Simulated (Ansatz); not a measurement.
`[BH3-][O+]([SiH3])[SiH3]` → `[BH3-][OH+][SiH3]` + `[SiH2]` at 500 K and 1 bar (silylene formation by 1,1-elimination).

Computed with Ansatz on PBE0-D4/def2-TZVP structures; ΔE is electronic, products minus reactants. CBS: MP2 limit from def2 TZ/QZ plus the TZ coupled-cluster correction, frozen cores. This one scheme is used for every species.

| species | CCSD(T)/CBS energy (Eh) | H − E (kJ/mol) | S (J/(mol·K)) |
| --- | --- | --- | --- |
| `[BH3-][O+]([SiH3])[SiH3]` | -683.58256 | 281.9 | 436.4 |
| `[BH3-][OH+][SiH3]` | -393.26545 | 227.0 | 360.4 |
| `[SiH2]` | -290.19011 | 48.0 | 226.5 |

H − E and S are ideal-gas, rigid-rotor, harmonic terms from PBE0-D4/def2-TZVP, for one conformer and one mirror image of each species. 1 Eh = 2625.50 kJ/mol, R = 8.31446 J/(mol·K).

Q: By hand: ΔE, ΔH, ΔS and ΔG.

A: ΔE = (-393.26545) + (-290.19011) − (-683.58256) = 0.12700 Eh = 333.4 kJ/mol. Δ(H − E) = 227.0 + 48.0 − 281.9 = -6.9, so ΔH = 326.5 kJ/mol. ΔS = 360.4 + 226.5 − 436.4 = 150.5 J/(mol·K). ΔG = 326.5 − 500 × (150.5)/1000 = 251.2 kJ/mol.

Q: By hand: the equilibrium constant, and the temperature at which ΔG would vanish if ΔH and ΔS stayed fixed.

A: log₁₀ K = −ΔG/(RT ln 10) = -26.2. ΔG = 0 at ΔH/ΔS = 2169 K.

The number of gas molecules changes by +1, which sets the sign of ΔS. A doubt of 5 kJ/mol in ΔE shifts log₁₀ K by 0.5 here. Other conformers and mirror images would add mixing entropy, several J/(mol·K) or more a flexible species. These are equilibria of isolated gas molecules and say nothing of rates. Largest T1 diagnostic: 0.014 (customary marks: 0.02 for closed shells, 0.045 for open ones).
